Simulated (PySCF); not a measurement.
# Orbital picture of HBr

r²SCAN0 at R = 1.422 Å; H cc-pVTZ, Br cc-pVTZ-PP with ECP10; scalar-relativistic core potentials (PySCF 2.14). State: ¹Σ⁺ (singlet), closed shell. Only the outer orbitals are listed, counted within each symmetry, core potentials removing the inner ones.

| orbital | occ. | ε (eV) | on H (%) | main shells (%) |
| --- | --- | --- | --- | --- |
| 4σ | 2 | -23.36 | 8 | 90 Br s |
| 5σ | 2 | -12.77 | 32 | 60 Br p, 32 H s |
| 3π | 2 | -8.93 | 1 | 99 Br p |
| 3π | 2 | -8.93 | 1 | 99 Br p |
| 6σ | 0 | 0.07 | 75 | 75 H s, 27 Br p |
| 7σ | 0 | 5.43 | 50 | 51 H s, 23 Br s, 23 Br d |
| 8σ | 0 | 7.80 | 19 | 64 Br s, 19 H s, 16 Br p |

Which are the highest filled and the lowest empty level, where do they sit, and how wide is the gap?

Highest filled 3π at -8.93 eV (in %: 99 Br p); lowest empty 6σ at 0.07 eV (in %: 75 H s, 27 Br p); the gap at r²SCAN0 is 9.00 eV. An empty level above zero is unbound, and its energy depends on the basis.

The bond order (Mayer) is 1.03. The ⟨S²⟩ is 0.000. The charge on H (Mulliken, basis-dependent) is 0.15, the charge on H (Löwdin, basis-dependent) is -0.16 and the dipole moment (positive dipole means H(−)Br(+)) is -0.93 D.
